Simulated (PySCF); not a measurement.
Geometry:
```
atom   x (Å)   y (Å)   z (Å)
  C1   2.213  -0.211  -0.406
  C2   1.062  -0.276  -0.015
 Si3  -0.679  -0.361   0.555
  O4  -1.633  -1.027  -0.623
  S5  -1.230   1.626   1.143
  H6   3.231  -0.153  -0.751
  H7  -0.846  -1.235   1.735
  H8  -1.646  -0.595  -1.482
  H9  -0.416   2.220   0.242
```

Geometry: PBE0-D3(BJ)/def2-SVP; GIAO shifts from PySCF 2.14, gas phase, non-relativistic, averaged over equivalent atoms.

At PBE0/cc-pVDZ (98 basis functions, 6.3 s wall time on 1 thread of an Arm Neoverse V2, shared host):
| atoms | δ (ppm) |
| --- | --- |
| C1 | 95.9 |
| C2 | 82.5 |
| Si3 | -29.0 |
| O4 | 64.5 |
| S5 | -137.0 |
| H7 | 5.03 |
| H6 | 2.41 |
| H8 | 1.13 |
| H9 | 0.89 |

References, each an isolated molecule treated in the same way: ¹³C (σ = 196.75 ppm) and ²⁹Si (σ = 418.61 ppm) and ¹H (σ = 31.29 ppm) against TMS; H2O for ¹⁷O (σ = 343.34 ppm); ³³S (σ = 548.96 ppm) vs CS2.

**Question.** Estimate the result of repeating the calculation with CAM-B3LYP/pcSseg-2.

**Answer.** 
| atoms | δ at CAM-B3LYP/pcSseg-2 | change |
| --- | --- | --- |
| C1 | 105.4 | +9.5 |
| C2 | 93.1 | +10.6 |
| Si3 | -33.0 | -4.0 |
| O4 | 72.4 | +7.9 |
| S5 | -122.0 | +15.0 |
| H7 | 5.03 | +0.00 |
| H6 | 2.45 | +0.04 |
| H8 | 1.53 | +0.40 |
| H9 | 1.20 | +0.31 |

Shifts are taken against calculated references (same method and geometry level): TMS for ¹³C (182.55 ppm), ²⁹Si (328.96 ppm), ¹H (31.34 ppm); ¹⁷O (329.76 ppm) vs H2O; CS2 for ³³S (494.65 ppm).

The largest change is at S5 (sulfur bonded to Si, H). Cost: 250 basis functions, 27 s wall time on 1 thread of an Arm Neoverse V2, shared host.

Experimental scales use liquid or dissolved standards, which lie at an offset from isolated H2O (liquid H2O: subtract about 36 ppm).
